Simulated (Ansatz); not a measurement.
System: Si2H4F2, charge 0, singlet. Si2H4F2 (difluoro(silyl)silane, SMILES [SiH](F)(F)[SiH3]).
B3LYP-D3(BJ)/def2-TZVP minimum from Ansatz (a program for electronic structure):
```
Si
F 1 1.6000
F 1 1.6000 2 107.00
H 1 1.4770 2 107.20 3 114.74
Si 1 2.3448 4 116.07 2 -122.70
H 5 1.4806 1 109.96 4 180.00
H 5 1.4818 6 109.76 1 -119.97
H 5 1.4818 6 109.76 7 -120.06
```
Charge 0, spin multiplicity 1.

Property: atomisation energy (electronic, to ground-state atoms), in kcal/mol. Radicals and triplets start from unrestricted determinants; spin-orbit coupling is neglected. CBS(X,Y): correlation extrapolated as X^-3, Hartree-Fock from the larger set. A bracket is a step between two methods taken in the basis named. The functionals are non-relativistic, so their misses hold any scalar relativity. Double hybrids freeze cores in their MP2 part. '+ core + X2C': CCSD(T) terms for core correlation (cc-pwCVTZ, 1s frozen past Ne) and scalar relativity (cc-pVTZ-DK). Where a partner has so few electrons that a lower coupled-cluster level is exact, that level stands in.

CCSD(T)/CBS(cc-pV(T+d)Z,cc-pV(Q+d)Z) + [CCSDT(Q) - CCSD(T)]/cc-pV(D+d)Z + core + X2C (Ansatz) gives 654.7 kcal/mol.

Task: How far off this value is PBE/def2-TZVPD (Ansatz), in which direction, and which of these levels come nearer: wB97M-V/def2-TZVPD, B2PLYP/def2-TZVPD, CCSD(T)/CBS(cc-pV(T+d)Z,cc-pV(Q+d)Z) + core + X2C?

Result: PBE gives 643.1 kcal/mol, 11.6 kcal/mol below it. Differences of the others: wB97M-V/def2-TZVPD (Ansatz) -5.4; B2PLYP/def2-TZVPD (Ansatz) -13.9; CCSD(T)/CBS(cc-pV(T+d)Z,cc-pV(Q+d)Z) + core + X2C (Ansatz) -0.6 kcal/mol. Nearer than PBE: wB97M-V/def2-TZVPD, CCSD(T)/CBS(cc-pV(T+d)Z,cc-pV(Q+d)Z) + core + X2C.
